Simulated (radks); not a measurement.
Values are calculated unless marked as measured or tabulated.
Ionisation of the sulfur ion S+, [Ne] 3s2 3p3, to S2+, [Ne] 3s2 3p2, under several functionals. Scalar-relativistic Kohn-Sham, spin-polarised, spherical densities, point nucleus; open shells are filled with parallel spins first; a radial shooting solver on a logarithmic mesh with Libxc functionals.

BP86: E(S+) (hartree) -398.90781; Exc (hartree) -25.46256; IE (eV) 23.390; -e(HOMO) (eV) 17.925; <r> HOMO (bohr) 1.870; IE error (eV) +0.052
RPBE: E(S+) (hartree) -398.84275; Exc (hartree) -25.39728; IE (eV) 23.372; -e(HOMO) (eV) 17.911; <r> HOMO (bohr) 1.872; IE error (eV) +0.034
exchange-only LDA: E(S+) (hartree) -396.31580; Exc (hartree) -22.79587; IE (eV) 22.330; -e(HOMO) (eV) 16.938; <r> HOMO (bohr) 1.889; IE error (eV) -1.008
SOGGA: E(S+) (hartree) -397.95638; Exc (hartree) -24.48385; IE (eV) 23.245; -e(HOMO) (eV) 17.793; <r> HOMO (bohr) 1.873; IE error (eV) -0.093

NIST Atomic Spectra Database: 23.338 eV (measured). Closest: RPBE. The Delta-SCF values span 1.06 eV, the total energies 2.59 hartree. The highest occupied level is 3p. Open shells are spherical and high-spin; term and fine-structure splittings are not resolved.
